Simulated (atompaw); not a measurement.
Before and after: PAW (atompaw) potential for Nd

- Element: neodymium
- Generator: atompaw 4.2.0.5
- Type: PAW
- Functional: PBEsol
- Relativity: scalar-relativistic
- Frozen core: [Xe]
- Valence charge: 6
- Reference configuration: 4f4 5d0 6s0 6p0 (charge +2)
- Partial waves: 6s (bound, empty): rc 3.00 bohr; 6s channel at -0.35 Ry: rc 3.00 bohr; 6p (bound, empty): rc 3.00 bohr; 6p channel at 0.7 Ry: rc 3.00 bohr; 5d (bound, empty): rc 3.00 bohr; 5d channel at 0.9 Ry: rc 3.00 bohr; 4f (bound): rc 1.95 bohr; 4f channel at -0.75 Ry: rc 1.95 bohr
- Local potential: bessel scheme, radius 2.75 bohr
- Core correction: smooth core density matched at 2.70 bohr
- Augmentation charge: sinc compensation charge, radius 2.45 bohr; PAW radius 3.00 bohr; waves and projectors: custom polynom vanderbiltortho

Change: augmentation sinc compensation charge, radius 2.45 bohr; PAW radius 3.00 bohr; waves and projectors: custom polynom2 7 10 vanderbiltortho.

Cutoffs: the cutoffs (Ry, on a coarse ladder) from which the occupation-weighted sum of valence levels, in a spherical-Bessel basis at the reference potential, stays within 10 and 1 mRy of its value at 400 Ry; they do not see the model core or the augmentation charge, which bear on the density cutoff.

**Question.** What does the change do?

**Answer.** The potential gets neither clearly harder nor softer (35 Ry and 60 Ry → 25 Ry and 120 Ry); both files keep a bound ghost (p, s); the range in which the d phases agree narrows (upper end at the end of the scan → 1.8).

| quantity | base | changed |
| --- | --- | --- |
| cutoff, loose | 35 Ry | 25 Ry |
| cutoff, tight | 60 Ry | 120 Ry |
| bound ghosts | s, p | p, s |
| s: phases at 3.01 bohr within 0.05 rad from the reference energy up to (Ry; the scan ends near 5) | 3.4 | 4.0 |
| p: phases at 3.01 bohr within 0.05 rad from the reference energy up to (Ry; the scan ends near 5) | to the end of the scan | 4.5 |
| d: phases at 3.01 bohr within 0.05 rad from the reference energy up to (Ry; the scan ends near 5) | to the end of the scan | 1.8 |
| f: phases at 3.01 bohr within 0.05 rad from the reference energy up to (Ry; the scan ends near 5) | 0.5 | 0.4 |
| lowest overlap eigenvalue by channel | s 0.41, p 0.67, d 0.93, f 1.00 | s 0.39, p 0.71, d 0.86, f 1.00 |

 A true bound ghost makes a file unfit for plane-wave use even where its test errors are small: the radial tests pick states by their node count and pass the ghost by. The cutoffs see the waves, projectors and local potential, not the compensation charge or the core.
